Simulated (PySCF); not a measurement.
This triplet is an excited state, 2.14 eV above the relaxed singlet at the level B3LYP-D3(BJ)/def2-TZVP (PySCF).

B3LYP has the VWN-RPA correlation part, as in Gaussian. 

**H2BO, SMILES `B[O+]` (excited triplet) (charge 1, multiplicity 3)**

All values below come from PySCF with B3LYP-D3(BJ)/def2-TZVP.

The highest occupied spin orbital comes out as -18.15 eV, the total energy is -100.8156 Ha and the cost is around 13 core-seconds (rough).

```xyz
4

B     -0.0131     0.0004     0.0000
O      1.3675    -0.0471     0.0022
H     -0.7129    -1.0122    -0.0022
H     -0.6416     1.0588     0.0000
```
Charge +1, spin multiplicity 3.
